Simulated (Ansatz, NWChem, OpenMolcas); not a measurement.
**BBrCl2 (bromodichloroborane): the atomisation enthalpy at 298 K, rung by rung**

BBrCl2 has 4 atoms, charge 0, and is taken as a singlet. SMILES: `ClB(Cl)Br`. The coordinates come from a PBE0-D4/def2-TZVP relaxation.

Each level gives the atomisation enthalpy at 298 K (kJ/mol). The values are calculated. The thermal term (zero-point and 298 K enthalpy, harmonic and unscaled) is that of PBE0-D4/def2-TZVP; the spin-orbit lowering of the free atoms at 298 K, 21.6 kJ/mol by their spectra, is taken off.

**The experiment to reproduce.** NIST-JANAF tables; in doubt: it rests on an older heat of the boron atom gives the atomisation enthalpy at 298 K of the gas as 1262 kJ/mol.

```tsv
level	kind	program	value (kJ/mol)	computed − measured	CPU time (all runs)
HF/cc-pVDZ	Hartree–Fock	OpenMolcas	912	-350	11 s
SVWN5/cc-pVDZ	LDA	OpenMolcas	1487	+225	18 s
BLYP/cc-pVDZ	GGA	OpenMolcas	1200	-62	24 s
M06-L/cc-pVDZ	meta-GGA	OpenMolcas	1276	+14	29 s
B3LYP/cc-pVDZ	global hybrid	NWChem	1203	-59	2 min
wB97X/cc-pVDZ	range-separated hybrid	Ansatz	1240	-22	41 s
RPA@PBE/cc-pVDZ	RPA	Ansatz	1004	-258	19 s
MP2/cc-pVDZ	perturbation theory	Ansatz	1224	-38	4.4 s
BCCD(T)/cc-pVDZ	coupled cluster or CI	Ansatz	1150	-112	22 s
CCSD(T)/cc-pVDZ	coupled cluster or CI	Ansatz	1149	-113	13 s
```

Nearest: M06-L/cc-pVDZ (+14 kJ/mol); farthest: HF/cc-pVDZ (-350 kJ/mol). Computed less measured by kind, in kJ/mol (cc-pVDZ rows): Hartree–Fock -350; LDA +225; GGA -62; meta-GGA +14; global hybrid -59; range-separated hybrid -22; RPA -258; perturbation theory -38; coupled cluster or CI -113 to -112. In a finite basis correlated wave-function methods underbind, so their errors here aren't those of the basis-set limit. The measured heats of formation of B, Si, Al and metal atoms are uncertain by some kJ/mol each. All-electron rows without a relativistic Hamiltonian named are non-relativistic. In the correlated wave-function rows the outer d shell of Br is correlated, in sets not made for it. Times are those of the runs behind each value, whatever else they computed, on shared processors of several kinds: orders of magnitude only.
